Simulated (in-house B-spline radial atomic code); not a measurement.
Cd. Computed with a B-spline radial atomic code. Model: non-relativistic spherical atom: semilocal Troullier-Martins pseudo-atom, one channel per l, against all electrons, high spin, G0W0 and RPA with empty states to l = 8, local potential for every l without a channel, a model core (radius 0 = none) keeps its share of the functional.

Without relativity these are model numbers for so heavy an element.

What the tables leave out is listed at the end.

The pseudopotential gives back the lowest level of each angular momentum of its own functional in the configuration it was made in; a second state of the same l is only approximately right. Exact exchange, RPA and GW see the smooth pseudo-orbitals and miss the exchange with the core, for which the functional's share stands in. The column with an uncorrelated core keeps all orbitals and exact exchange, and so separates missing core correlation from pseudisation. Only the three outermost levels and the lowest empty one were computed. RPA here is direct RPA, with no exchange kernel, and its energies carry an (l + 1/2)⁻⁴ tail. A hybrid on a potential with a model core restores only its own semilocal share of the core's exchange.

Command:
```bash
python run_psgw.py task.json out
```
Settings (lengths in bohr, energies in hartree):
```
Z                      48
electrons              48
configuration          [Kr] 4d10 5s2
generated_in           [Kr] 4d10 5s2
functional             pbe,pbe
core_shells            7
radius_factor          0.9
core_correction        False
ion_configuration      [Kr] 4d10 5s1
```

Time taken, with all properties: 48 s on 1 thread of Intel(R) Xeon(R) Platinum 8488C (Sapphire Rapids) (shared host).

Given: made with PBE; model core radius 0 bohr; local radius 0.99 bohr; mean-field start PBE.

Valence shells of the generating configuration: 4p, 4d, 5s.

Channel: s 2.196, p 0.777, d 0.875 (radii in bohr).

Computed: largest level miss in the spin-unpolarised generating configuration 0.003 eV; valence RPA correlation energy all-electron orbitals -1.1557 hartree; all-electron RPA polarisability, core included 44.319 bohr³; pseudo-atom RPA polarisability 44.39 bohr³; ionisation by mean-field pseudo minus all -0.001 eV; ionisation by RPA all-electron 8.8345 eV; ionisation by RPA pseudo minus all 0.607 eV.

```json
{"level": "5s", "occupied": "1", "mean-field all-electron (eV)": "-5.2787", "mean-field pseudo minus all (eV)": "0", "G0W0 all-electron (eV)": "-8.4767", "G0W0 uncorrelated core minus all (eV)": "-0.012", "G0W0 pseudo minus all (eV)": "-0.558", "exchange self-energy all-electron (eV)": "-10.99", "exchange self-energy pseudo (eV)": "-11.137"}
```

Problem. What is the ionisation by mean-field all-electron?

Solution. 8.5068 eV.

Problem. What is the valence RPA correlation energy pseudo?

Solution. -1.3489 hartree.

Given: mean-field start PBE0.

Computed: valence RPA correlation energy all-electron orbitals -1.0936 hartree; valence RPA correlation energy pseudo -1.2871 hartree; all-electron RPA polarisability, core included 39.588 bohr³; ionisation by mean-field all-electron 8.2504 eV; ionisation by RPA all-electron 8.6607 eV; ionisation by RPA pseudo minus all 0.646 eV.

```json
{"level": "5s", "occupied": "1", "mean-field all-electron (eV)": "-5.9494", "mean-field pseudo minus all (eV)": "-0.186", "G0W0 all-electron (eV)": "-8.536", "G0W0 uncorrelated core minus all (eV)": "-0.011", "G0W0 pseudo minus all (eV)": "-0.669", "exchange self-energy all-electron (eV)": "-10.783", "exchange self-energy pseudo (eV)": "-11.474"}
```

Problem. What is the ionisation by mean-field pseudo minus all?

Solution. 0.245 eV.

Problem. What is the pseudo-atom RPA polarisability?

Solution. 36.675 bohr³.

Given: mean-field start Hartree-Fock.

Computed: valence RPA correlation energy all-electron orbitals -0.94668 hartree; valence RPA correlation energy pseudo -1.1391 hartree; ionisation by mean-field all-electron 6.9121 eV; ionisation by mean-field pseudo minus all 0.986 eV; ionisation by RPA all-electron 8.2428 eV; ionisation by RPA pseudo minus all 0.749 eV.

```json
{"level": "5s", "occupied": "1", "mean-field all-electron (eV)": "-7.2071", "mean-field pseudo minus all (eV)": "-1.059", "G0W0 all-electron (eV)": "-8.4486", "G0W0 uncorrelated core minus all (eV)": "-0.007", "G0W0 pseudo minus all (eV)": "-0.642", "exchange self-energy all-electron (eV)": "-9.8946", "exchange self-energy pseudo (eV)": "-12.447"}
```

Problem. What is the pseudo-atom RPA polarisability?

Solution. 24.775 bohr³.

Problem. What is the all-electron RPA polarisability, core included?

Solution. 34.711 bohr³.

Among the listed levels the largest G0W0 shift of the pseudo-atom is -0.67 eV, for 5s on the PBE0 start, while leaving the core uncorrelated moves that level by -0.01 eV. So pseudisation and the lost core exchange, not the missing core correlation, make the error. Not in the tables (levels of low weight, unsolved or above zero; the highest and the empty levels are kept at any weight): on PBE the G0W0 levels 4d (pseudo minus all +0.40 eV, weights 0.44 and 0.40), 4p (pseudo minus all +0.15 eV, weights 0.24 and 0.11), 5p (pseudo minus all +0.03 eV, weights 0.90 and 0.90); on PBE0 the G0W0 levels 4d (pseudo minus all +0.64 eV, weights 0.72 and 0.41), 4p (pseudo minus all +1.36 eV, weights 0.20 and 0.06), 5p (pseudo minus all +0.10 eV, weights 0.94 and 0.93); on Hartree-Fock the G0W0 levels 4d (pseudo minus all +1.70 eV, weights 0.91 and 0.59), 4p (pseudo minus all +3.58 eV, weights 0.45 and 0.34).
